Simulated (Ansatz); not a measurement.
`[CH3][In]([NH2])[SH]` and `CB(N)S` differ in one element.

Ansatz, PBE0-D4/def2-TZVP geometries, multiplicity 1. Each molecule was computed in one conformer, which needn't be the lowest.

Elements past krypton have def2 core potentials.

| property | `[CH3][In]([NH2])[SH]` |
| --- | --- |
| HOMO energy (B3LYP/def2-TZVPP) / eV | -6.64 |
| HOMO energy (ωB97M-V/def2-TZVPP) / eV | -9.15 |
| HOMO–LUMO gap (B3LYP/def2-TZVPP) / eV | 5.69 |
| HOMO–LUMO gap (ωB97M-V/def2-TZVPP) / eV | 9.97 |
| LUMO energy (ωB97M-V/def2-TZVPP) / eV | 0.82 |
| LUMO energy (B3LYP/def2-TZVPP) / eV | -0.96 |

(1) What does the change do to each property? (Estimate.)

Results:

(1) Computed: 
```tsv
property	`CB(N)S`	shift
HOMO energy (B3LYP/def2-TZVPP) / eV	-6.82	-0.18
HOMO energy (ωB97M-V/def2-TZVPP) / eV	-9.27	-0.12
HOMO–LUMO gap (B3LYP/def2-TZVPP) / eV	7.00	1.31
HOMO–LUMO gap (ωB97M-V/def2-TZVPP) / eV	11.19	1.22
LUMO energy (ωB97M-V/def2-TZVPP) / eV	1.93	1.11
LUMO energy (B3LYP/def2-TZVPP) / eV	0.19	1.15
```

With PBE0 the HOMO falls by 0.17 eV and the LUMO rises by 1.18 eV, so the gap widens by about 1.35 eV. PBE moves the HOMO by -0.23 eV and ωB97M-V by -0.12 eV.

Positive LUMOs are unbound, so they and the gaps depend on the basis.

B3LYP here is the variant with VWN-RPA as its local correlation; programs differ in this.
